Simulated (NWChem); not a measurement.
## Plane-wave run on BeBr2 (rutile type)

```xyz
6
Lattice="5.3893 0.0000 0.0000 0.0000 5.3893 0.0000 0.0000 0.0000 3.4707" Properties=species:S:1:pos:R:3 pbc="T T T"
Be     0.0000     0.0000     0.0000
Be     2.6946     2.6946     1.7354
Br     1.6435     1.6435     0.0000
Br     4.3381     1.0511     1.7354
Br     1.0511     4.3381     1.7354
Br     3.7458     3.7458     0.0000
```

All runs are NWChem calculations. Origin of the cell: lattice set by a structure generator, not relaxed at this level; this structure type may not be the compound's usual one.

Norm-conserving pseudopotentials with valence charges Be 2, Br 7, fixed occupations, no spin-orbit coupling, density cut at twice the wavefunction cutoff.

The filled d shells of Br are in the core.

**Question.** At a cutoff of 30 Ha and the same cell, LDA (Vosko), default library gives a direct gap along this path of 3.28 eV at Γ. What does revPBE, default library give?

**Answer.** It gives an indirect gap along this path of 3.45 eV from Γ to (0.00, 0.00, 0.29) (smallest direct gap on this path 3.49 eV).
